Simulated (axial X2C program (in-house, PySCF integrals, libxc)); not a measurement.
**Spin–orbit effects down a group: molecules with C (ions), PBE0**

All values come from calculations with an in-house relativistic program for diatomic molecules, spin-free (one-electron X2C) or two-component (2c: spin–orbit coupling with atomic mean-field Coulomb and Gaunt terms, which also bring small scalar terms), in Dyall basis sets with cores contracted in-house; open shells are unrestricted.

Basis sets: C dyall-av3z, Cs dyall-acv3z, H dyall-av3z, K dyall-acv3z, Li dyall-av3z, Rb dyall-acv3z.

```tsv
molecule	spin-free state	Re (Å)	ωe (cm⁻¹)	De (eV)	2c state	Re 2c (Å)	ωe 2c (cm⁻¹)	De 2c (eV)
CH⁻	M_S = 1, Λ = 0	1.137	2650.8	3.56	Ω = 1	1.137	2650.8	3.56
LiC⁻	M_S = 1, Λ = 0	1.986	543.0	1.87	Ω = 1	1.986	542.9	1.87
KC⁻	M_S = 1, Λ = 0	2.658	278.8	1.40	Ω = 1	2.658	278.8	1.40
RbC⁻	M_S = 1, Λ = 0	2.772	251.9	1.36	Ω = 1	2.771	251.9	1.36
CsC⁻	M_S = 1, Λ = 0	2.850	246.8	1.45	Ω = 1	2.848	247.0	1.46
```

**Question.** Work out the shifts from the spin-free to the two-component result.

**Answer.** 

```json
{"molecule": "CH⁻", "2c state": "Ω = 1", "ΔRe (Å)": "0.000", "Δωe (cm⁻¹)": "0.0", "ΔDe (eV)": "0.00"}
{"molecule": "LiC⁻", "2c state": "Ω = 1", "ΔRe (Å)": "0.000", "Δωe (cm⁻¹)": "-0.1", "ΔDe (eV)": "0.00"}
{"molecule": "KC⁻", "2c state": "Ω = 1", "ΔRe (Å)": "0.000", "Δωe (cm⁻¹)": "0.0", "ΔDe (eV)": "0.00"}
{"molecule": "RbC⁻", "2c state": "Ω = 1", "ΔRe (Å)": "-0.001", "Δωe (cm⁻¹)": "0.0", "ΔDe (eV)": "0.00"}
{"molecule": "CsC⁻", "2c state": "Ω = 1", "ΔRe (Å)": "-0.002", "Δωe (cm⁻¹)": "0.2", "ΔDe (eV)": "0.01"}
```

Shifts of one unit in the last digit are rounding.

Fragments in 2c: C- + H, C- + Li, K + C-, Rb + C-, Cs + C-. Each entry is the lowest single determinant of a limited PBE0 search at one distance. De goes to single-determinant-based atoms at the same level (for ions the charge split of lowest energy) and is withheld (n/a) where an atom does not fit its ground term or J level. Main or longest-lived isotopes. One determinant is a doubtful description, or other states lie close, for CH⁻, LiC⁻, KC⁻, RbC⁻, CsC⁻; these need not be ground states, and all values refer to the states named. Some open-shell Ω = 0 determinants are out of reach, so the Ω given for CH⁻, LiC⁻, KC⁻, RbC⁻, CsC⁻ need not be the lowest component. With several unpaired electrons the Ω given is that of one determinant, not necessarily of the lowest component. The functionals have no current term, which raises determinants with orbital currents.
